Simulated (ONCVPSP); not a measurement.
# Cutoff test, zinc, ONCV

| Quantity | Value |
| --- | --- |
| Element | Zn |
| Generator | ONCVPSP 4.0.1 |
| Type | optimised norm-conserving Vanderbilt (ONCV) |
| Functional | PBE |
| Relativity | scalar-relativistic |
| Frozen core | [Ne] |
| Valence charge | 20 |
| Reference configuration | 3s2 3p6 3d10 4s1.75 (charge +0.25) |
| Partial waves | 3s+4s: rc 0.95 bohr, ncon 3, nbas 8, qcut 14.4 1/bohr, 2 projectors; 3p: rc 0.70 bohr, ncon 4, nbas 7, qcut 14.2 1/bohr, 2 projectors, debl 2.8 Ha; 3d: rc 1.40 bohr, ncon 4, nbas 9, qcut 10 1/bohr, 2 projectors, debl 0.8 Ha |
| Local potential | polynomial inside 0.60 bohr (lpopt 5, dvloc0 6 Ha) |
| Core correction | polynomial model core, fcfact 0.7 |

In the p channel the program set the typed energies aside and used -3.148, 0.250 Ha.

Task: For each optimised wave give the share of its norm inside rc, the residual kinetic energy above qcut (Ha) and the cutoffs (Ha) for errors of 10, 1, 0.1 and 0.01 mHa per electron.

Result:

```tsv
wave	norm inside rc	residual KE	10 mHa	1 mHa	0.1 mHa	0.01 mHa
3s	0.859	2.7e-07	54.6	69.2	80.9	90.0
4s	0.027	4.7e-08	36.9	56.3	71.6	83.6
3p	0.539	3.7e-04	39.8	88.8	217.5	299.3
p projector 2	0.035	3.6e-05	28.2	40.4	89.4	168.2
3d	0.852	1.5e-04	39.1	45.0	57.1	157.0
d projector 2	0.045	3.2e-05	32.6	41.0	47.0	63.5
```

The occupied waves need 89 Ha and 218 Ha for 1 and 0.1 mHa. Its largest configuration-test error is +424 meV.
